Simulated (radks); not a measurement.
Values are calculated unless marked as measured or tabulated.
Excited configurations of the gold ion Au+: one electron is placed in a higher orbital outside [Xe] 4f14 5d9. The ground configuration is [Xe] 4f14 5d10. Level of theory: scalar-relativistic Kohn-Sham, PBE, spin-unpolarised, spherical densities, point nucleus (a radial shooting solver on a logarithmic mesh with Libxc functionals). Excitation = E - E(ground); binding = E(ion) - E, where the ion is the core of charge +2; n* = 2/sqrt(2 binding) in atomic units, and the quantum defect is n - n*.

outer orbital,excitation (eV),binding (eV),quantum defect,eigenvalue (eV),<r> (bohr)
5f,17.668,3.541,1.080,-2.491,8.509
6s,2.715,18.494,4.285,-14.347,2.571
6p,9.817,11.392,3.814,-8.276,3.434
6f,18.798,2.411,1.248,-1.808,14.42
7s,14.167,7.042,4.220,-5.536,6.042
7p,15.874,5.334,3.806,-4.161,7.535
7f,19.483,1.725,1.383,-1.347,21.70

The Delta-SCF ionisation energy is 21.208 eV (NIST Atomic Spectra Database: 20.20 eV, measured). Self-interaction in the functional shifts the binding energies and quantum defects, so they are the method's values and not measured ones. Spin polarisation and multiplet splitting are left out, so open shells lie too high by an amount that depends on their filling. Spin-orbit splitting is averaged out at the scalar-relativistic level.

Beside tabulated values, note that spin-unpolarised runs miss the spin-polarisation part of the exchange energy of open shells.
